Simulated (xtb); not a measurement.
C₃H₆NO, doublet, geometry from GFN2-xTB; GFN0-xTB with GBSA(chcl3) (xtb).

Input for xtb:
```
$ xtb mol.xyz --gfn 0 --uhf 1 --gbsa chcl3 --json

# file mol.xyz
11

C      1.59032029    -0.66595976     0.14431730
N      0.22700443    -0.20733053     0.01518478
C     -0.77581277    -1.25726267    -0.14671598
C     -0.06607100     1.07145081     0.04435012
O     -1.10281318     1.68342370    -0.04115406
H      2.25099216     0.19020887     0.25891250
H      1.69098667    -1.31572877     1.01771692
H      1.88640267    -1.23077096    -0.74364888
H     -1.75386421    -0.79016301    -0.23269650
H     -0.56778087    -1.83686848    -1.04829343
H     -0.76388112    -1.92212378     0.71923980
```

**Question.** Predict the main parts of the log of this xtb run.

**Answer.** 
```
   ID    Z sym.   atoms
    1    6 C      1, 3, 4
    2    7 N      2
    3    8 O      5
    4    1 H      6-11

           -------------------------------------------------
          |                Calculation Setup                |
           -------------------------------------------------

           -------------------------------------------------
          |                 G F N 0 - x T B                 |
           -------------------------------------------------

      * Solvation model:               GBSA
        Solvent                        chcl3
        Parameter file                 internal GFN2-xTB/GBSA
        Dielectric constant                4.8100E+00
        Reference state                gsolv [1 M gas/solution]
        Free energy shift                  4.1068E-03 Eh       2.5771E+00 kcal/mol
        Temperature                        2.9815E+02 K
        Density                            1.4900E+00 kg/L
        Solvent mass                       1.1938E+02 g/mol
        Interaction kernel             Still
        Born radius scaling (c1)           1.3539E+00
        Born radii integrator          GBOBC
        Born offset                        1.4626E-02 a0       2.7639E-02 AA
        H-bond correction              false
        Ion screening                  false
        Surface tension                    1.0000E-05 Eh       1.5569E+01 dyn/cm
        Grid points                               230 per atom

          ...................................................
          :                      SETUP                      :
          :.................................................:
          :  # basis functions                  32          :
          :  # atomic orbitals                  32          :
          :  # shells                           22          :
          :  # electrons                        29          :
          :  electronic temp.          300.0000000     K    :
          :  accuracy                    1.0000000          :
          :  -> integral cutoff          0.2500000E+02      :
          :  -> integral neglect         0.1000000E-07      :
          ...................................................

         :::::::::::::::::::::::::::::::::::::::::::::::::::::
         ::                     SUMMARY                     ::
         :::::::::::::::::::::::::::::::::::::::::::::::::::::
         :: total energy             -15.871123177988 Eh    ::
         :: total w/o Gsasa/hb       -15.866632274249 Eh    ::
         :: gradient norm              0.023328894564 Eh/a0 ::
         :: HOMO-LUMO gap              2.574521023915 eV    ::
         ::.................................................::
         :: H0 energy                -15.931996981013 Eh    ::
         :: repulsion energy           0.196449516135 Eh    ::
         :: electrostat energy        -0.082297482506 Eh    ::
         :: -> Gsolv                   0.000000000000 Eh    ::
         ::    -> Gsasa               -0.008597698514 Eh    ::
         ::    -> Gshift               0.004106794775 Eh    ::
         :: dispersion energy         -0.002559754165 Eh    ::
         :: short-range corr.         -0.050718476438 Eh    ::
         :: add. restraining           0.000000000000 Eh    ::
         :: total charge              -0.000000000000 e     ::
         :::::::::::::::::::::::::::::::::::::::::::::::::::::

           -------------------------------------------------
          |                Property Printout                |
           -------------------------------------------------

    * Orbital Energies and Occupations

         #    Occupation            Energy/Eh            Energy/eV
      -------------------------------------------------------------
         1        2.0000           -0.7172035             -19.5161
       ...           ...                  ...                  ...
         3        2.0000           -0.6277657             -17.0824
         4        2.0000           -0.6255689             -17.0226
         5        2.0000           -0.5847980             -15.9132
         6        2.0000           -0.5567430             -15.1497
         7        2.0000           -0.5516095             -15.0101
         8        2.0000           -0.5379975             -14.6397
         9        2.0000           -0.5225747             -14.2200
        10        2.0000           -0.5085414             -13.8381
        11        2.0000           -0.5052732             -13.7492
        12        2.0000           -0.4976062             -13.5406
        13        2.0000           -0.4656982             -12.6723
        14        2.0000           -0.4148209             -11.2879
        15        1.0000           -0.3235412              -8.8040 (HOMO)
        16                         -0.2289293              -6.2295 (LUMO)
        17                         -0.1535761              -4.1790
        18                         -0.1400183              -3.8101
        19                         -0.1077913              -2.9332
        20                         -0.0947282              -2.5777
        21                         -0.0771383              -2.0990
        22                         -0.0703279              -1.9137
        23                         -0.0224753              -0.6116
        24                          0.0253813               0.6907
        25                          0.1616571               4.3989
        26                          0.2350062               6.3948
       ...                                ...                  ...
        32                          0.4604656              12.5299
      -------------------------------------------------------------
                  HL-Gap            0.0946119 Eh            2.5745 eV
             Fermi-level            0.0000000 Eh            0.0000 eV

     #   Z          covCN         q      C6AA      α(0)
     1   6 C        3.704    -0.030    23.759     7.049
     2   7 N        2.726    -0.683    36.996     9.107
     3   6 C        3.697     0.001    23.167     6.964
     4   6 C        1.791     0.557    20.376     7.287
     5   8 O        0.856    -0.615    26.415     6.896
     6   1 H        0.925     0.120     1.609     1.984
     7   1 H        0.924     0.129     1.544     1.943
     8   1 H        0.924     0.129     1.544     1.943
     9   1 H        0.925     0.149     1.398     1.849
    10   1 H        0.924     0.122     1.601     1.979
    11   1 H        0.924     0.122     1.601     1.979

 Mol. C6AA /au·bohr⁶  :       1077.001831
 Mol. C8AA /au·bohr⁸  :      23616.568625
 Mol. α(0) /au        :         48.981539

Wiberg/Mayer (AO) data.
largest (>0.10) Wiberg bond orders for each atom

 ---------------------------------------------------------------------------
     #   Z sym  total        # sym  WBO       # sym  WBO       # sym  WBO
 ---------------------------------------------------------------------------
     1   6 C    3.941 --     6 H    0.981     7 H    0.978     8 H    0.978
                             2 N    0.955
     2   7 N    3.436 --     4 C    1.375     1 C    0.955     3 C    0.917
                             5 O    0.189
     3   6 C    3.942 --     9 H    0.982    10 H    0.979    11 H    0.979
                             2 N    0.917
     4   6 C    3.406 --     5 O    1.936     2 N    1.375
     5   8 O    2.192 --     4 C    1.936     2 N    0.189
     6   1 H    0.992 --     1 C    0.981
     7   1 H    0.985 --     1 C    0.978
     8   1 H    0.985 --     1 C    0.978
     9   1 H    0.986 --     3 C    0.982
    10   1 H    0.985 --     3 C    0.979
    11   1 H    0.985 --     3 C    0.979
 ---------------------------------------------------------------------------

Topologies differ in total number of bonds
Writing topology from bond orders to xtbtopo.mol

 dipole moment from electron density (au)
     X       Y       Z
   0.6875  -1.4781   0.0050  total (Debye):    4.143

           -------------------------------------------------
          | TOTAL ENERGY              -15.871123177988 Eh   |
          | GRADIENT NORM               0.023328894564 Eh/α |
          | HOMO-LUMO GAP               2.574521023915 eV   |
           -------------------------------------------------

normal termination of xtb
```
